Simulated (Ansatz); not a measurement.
Isomers of C3H4BF, relaxed with PBE0-D4/def2-TZVP in Ansatz; electronic energies, one conformer each and not always the lowest. Functionals use def2-TZVPP; CBS adds triple-zeta CCSD(T) − MP2 to the MP2 limit of def2-TZVPP and def2-QZVPP.

Order them by energy at frozen-core CCSD(T)/CBS, lowest first. (Estimate.)
A. `FC1=CCB1`
B. `BC1(F)C=C1`
C. `C=C1BC1F`
D. `BC1=CC1F`
E. `BCC#CF`
F. `C#CB(C)F`

F (0.0 kcal/mol), A (53.9 kcal/mol), D (79.7 kcal/mol), C (83.4 kcal/mol), B (85.4 kcal/mol), E (89.9 kcal/mol).

How do ωB97M-V, B3LYP-D4, B2PLYP, MP2/CBS(def2) place them (kcal/mol, against `C#CB(C)F`)? (Best estimate.)

Ansatz gave: 
```tsv
isomer	ωB97M-V	B3LYP-D4	B2PLYP	MP2/CBS(def2)
`BC1(F)C=C1`	82.3	83.8	86.3	86.5
`BCC#CF`	87.9	87.5	89.2	91.3
`FC1=CCB1`	50.2	53.7	55.4	54.9
`C=C1BC1F`	80.6	79.5	83.3	86.2
`BC1=CC1F`	76.4	76.4	79.4	80.6
```

B3LYP here is the variant with VWN-RPA as its local correlation; programs differ in this.
